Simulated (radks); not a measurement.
Neutral carbon inside a hard spherical wall (all orbitals vanish at R), configuration held at [He] 2s2 2p2 and not refilled when levels cross. Method: non-relativistic Kohn-Sham, PBE, spin-unpolarised, spherical densities, point nucleus; computed with a radial shooting solver on a logarithmic mesh with Libxc functionals. Eigenvalues in eV, with the zero of energy where the potential of the charges vanishes at infinity; a dash marks a level that is unbound or too diffuse for the functional's potential to be trusted. A positive occupied level is held by the wall or, in an anion where self-interaction has pushed it up, behind a barrier. The pressure on the wall is -dE/dV.

| R (bohr) | E (hartree) | kinetic (hartree) | e(1s) | e(2s) | e(2p) | e(3s, empty) | e(3p, empty) | pressure (GPa) |
|---|---|---|---|---|---|---|---|---|
| free | -37.74821 | 37.617 | -273.26 | -13.739 | -5.289 | - | - | 0 |
| 12 | -37.74821 | 37.617 | -273.26 | -13.738 | -5.288 | 0.082 | 1.167 | < 0.0001 |
| 8 | -37.74777 | 37.621 | -273.20 | -13.696 | -5.242 | 1.434 | 3.310 | 0.0203 |
| 7 | -37.74665 | 37.629 | -273.08 | -13.620 | -5.158 | 2.556 | 4.815 | 0.0953 |
| 5 | -37.72620 | 37.745 | -271.88 | -12.870 | -4.269 | 9.159 | 12.430 | 2.87 |
| 3.5 | -37.54674 | 38.514 | -266.44 | -9.324 | -0.092 | 30.154 | 33.018 | 60.6 |
| 3 | -37.29693 | 39.389 | -261.46 | -5.630 | 4.019 | 48.542 | 49.643 | 194 |
| 1.5 | -30.24850 | 55.410 | -208.48 | 68.899 | 68.259 | 326.68 | 270.00 | 17600 |
